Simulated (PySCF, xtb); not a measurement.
ClH2NSe, SMILES N[Se]Cl. Other conformers were not sampled.

Harmonic wavenumbers (cm⁻¹) from GFN2-xTB run with xtb at its own minimum, in rising order: 197, 350, 354, 514, 718, 907, 1452, 3355, 3391.

Question: What does B3LYP-D3(BJ)/def2-TZVP in PySCF 2.14.0 give at its own minimum? (An estimate is asked for; the answer gives what the named calculation found.)

Answer: 201, 356, 474, 555, 782, 1014, 1597, 3512, 3620. Paired by order, the mean absolute difference is 97 cm⁻¹ and the zero-point energies are 16.1 and 17.3 kcal/mol.
